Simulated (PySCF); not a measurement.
HfF4, SMILES [F][Hf]([F])([F])[F], multiplicity 1. Coordinates come from a PBE0-D3(BJ)/def2-SVP optimisation. The spin state was assumed, not searched. The isomer is the one that the SMILES or the coordinates give; other isomers of the formula were not compared. The def2 effective core potentials stand for the cores of Hf; spin–orbit coupling is left out.

Level of theory: PBE0-D3(BJ)/def2-SVP (PySCF).

Harmonic wavenumbers (cm⁻¹): 156, 156, 156, 162, 162, 679, 679, 679, 687. Rotational constants (GHz): 2.753, 2.753, 2.753; symmetry number 12.

Q: Work out the zero-point energy and the ideal-gas rigid-rotor harmonic-oscillator thermochemistry at 298.15 K and 1 atm.

A: ZPE = ½ Σ hcν = ½ × 3515 cm⁻¹ = 21.02 kJ/mol. H − E(el) = 40.47 kJ/mol. Entropy in J/(mol K): translation 177.83, rotation 92.87, vibration 59.32, total 330.02. G − E(el) = -57.93 kJ/mol. Cp = 87.36 J/(mol K).
